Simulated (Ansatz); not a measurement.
Geometry optimisation, UKS revPBE/6-31G* (Ansatz 0.2.0).

input.yaml

```yaml
crystal:
  periodic: [false, false, false]
  atoms:
    - { symbol: Al, position_ang: [0.233356, -0.97341, -0.070914] }
    - { symbol: "N", position_ang: [0.791221, 0.791596, -0.337755] }
    - { symbol: F, position_ang: [-0.594659, -1.792576, -1.264919] }
    - { symbol: F, position_ang: [0.503505, -1.737598, 1.386917] }
    - { symbol: H, position_ang: [-1.367907, 0.816482, 0.537919] }
    - { symbol: H, position_ang: [-1.972091, 0.563916, 0.783724] }
    - { symbol: H, position_ang: [0.880232, 1.150671, -1.290022] }
    - { symbol: H, position_ang: [1.526342, 1.181017, 0.25515] }
magnetization:
  spin_polarized: true
basis:
  gaussian: { orbitals: "6-31G*" }
hamiltonian:
  xc: revpbe
relax:
  f_tol: 0.03
  max_steps: 50
```

Command:

```bash
$ ansatz run input.yaml --threads 2 --pin off --max-ram 3072MiB --backend cpu --events-out ev --progress --plain --runs-dir out
```

Task: Where does it end, and by what steps?

Result: It converged. The force dipped under the threshold on the way, but the program's further checks kept it going. After 18 steps the energy has fallen by 0.212 eV; H6 moved furthest, 0.84 Å.

| step | energy less start (eV) | largest force component (eV/Å) | accepted |
| --- | --- | --- | --- |
| 0 | 0.0000 | 2.057 | yes |
| 1 | -0.1539 | 0.850 | yes |
| 2 | -0.1820 | 0.435 | yes |
| 3 | -0.1805 | 0.459 | no |
| 4 | -0.1944 | 0.186 | yes |
| 5 | -0.2024 | 0.152 | yes |
| 6 | -0.2009 | 0.273 | no |
| 7 | -0.2035 | 0.020 | yes |
| 8 | -0.2039 | 0.022 | yes |
| 9 | -0.2048 | 0.209 | yes |
| 10 | -0.2063 | 0.229 | yes |
| 11 | -0.2064 | 0.296 | yes |
| 12 | -0.2096 | 0.033 | yes |
| 13 | -0.2106 | 0.011 | yes |
| 14 | -0.2099 | 0.313 | no |
| 15 | -0.2116 | 0.073 | yes |
| 16 | -0.2117 | 0.104 | yes |
| 17 | -0.2119 | 0.082 | yes |
| 18 | -0.2123 | 0.004 | yes |

```xyz
8
Properties=species:S:1:pos:R:3
Al 0.526 -1.168 -0.188
N 0.898 0.560 -0.380
F -0.191 -2.027 -1.426
F 0.892 -1.966 1.231
H -1.742 1.119 0.686
H -2.427 1.245 0.963
H 0.705 1.101 -1.221
H 1.339 1.137 0.335
```

Time of the run: 18 s on 2 threads of Intel(R) Xeon(R) 6975P-C (Granite Rapids) (shared host), peak memory 0.17 GiB.
